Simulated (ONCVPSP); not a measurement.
# As (Z = 33): excitation energies, all-electron against ONCV

| Item | Value |
| --- | --- |
| Element | As (Z = 33) |
| Generator | ONCVPSP 4.0.1 |
| Type | optimised norm-conserving Vanderbilt (ONCV) |
| Functional | LDA (Perdew-Wang 92) |
| Relativity | scalar-relativistic |
| Frozen core | [Ar] 3d10 |
| Valence charge | 5 |
| Reference configuration | 4s2 4p3 |
| Partial waves | 4s: rc 1.55 bohr, ncon 4, nbas 9, qcut 3.7 1/bohr, 2 projectors, debl 0.8 Ha; 4p: rc 1.45 bohr, ncon 4, nbas 8, qcut 6.7 1/bohr, 1 projector |
| Local potential | polynomial inside 0.90 bohr (lpopt 5, dvloc0 0 Ha) |
| Core correction | Teter function, fcfact 2.5, rcfact 1.15 |

Energies are relative to the spin-unpolarised reference configuration 4s2 4p3; without spin polarisation the order of configurations can differ from experiment.

```json
{"valence configuration": "4s2 4p2", "charge": "+1", "ΔE all-electron (eV)": "9.320", "error AE − PS (meV)": "+4.8"}
{"valence configuration": "4s2 4p1", "charge": "+2", "ΔE all-electron (eV)": "27.477", "error AE − PS (meV)": "+25"}
{"valence configuration": "4s2 4p0", "charge": "+3", "ΔE all-electron (eV)": "55.513", "error AE − PS (meV)": "+45"}
{"valence configuration": "4s1 4p4", "charge": "0", "ΔE all-electron (eV)": "9.485", "error AE − PS (meV)": "+3.1"}
```

Note: ghosts flagged at negative energy: s at -43.1 eV; no localised positive-energy state flagged. A true bound ghost makes a file unfit for plane-wave use.
